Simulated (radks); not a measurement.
Values are calculated unless marked as measured or tabulated.
Valence configurations of the promethium ion Pm+ (all share [Xe]). Level of theory: non-relativistic Kohn-Sham, PBE, spin-unpolarised, spherical densities, point nucleus; relativity is left out, which matters for an element this heavy (a radial shooting solver on a logarithmic mesh with Libxc functionals). Energies are relative to 4f5 6s1; eigenvalues in eV.

valence          E (eV)    e(4f)   e(5d)   e(6p)    e(6s)
4f5 6s1           0.000  -11.086       -       -   -7.862
4f5 5d1           0.383   -8.807  -6.228       -        -
4f3 6s1 6p2      28.964  -32.300       -  -8.159  -11.733
4f5 6p1           2.574  -12.099       -  -5.838        -
4f4.5 5d0.5 6s1   2.229  -14.092  -8.455       -   -8.132
4f5.5 6s0.5      -0.833   -7.262       -       -   -7.059
4f6              -0.316   -4.179       -       -        -
4f3 6s2 6p1      25.409  -31.416       -  -7.779  -11.312
4f5 5d0.5 6s0.5   0.122   -9.901  -6.967       -   -7.352
4f4 6s2           6.825  -20.130       -       -   -9.423

NIST lists [Xe] 4f5 6s1 as the ground configuration; this level of theory puts 4f5.5 6s0.5 lower, by 0.833 eV. The energies are those of spherical spin-averaged densities, not of single terms. Relativity is left out, which favours d and f over s occupation in heavy atoms.
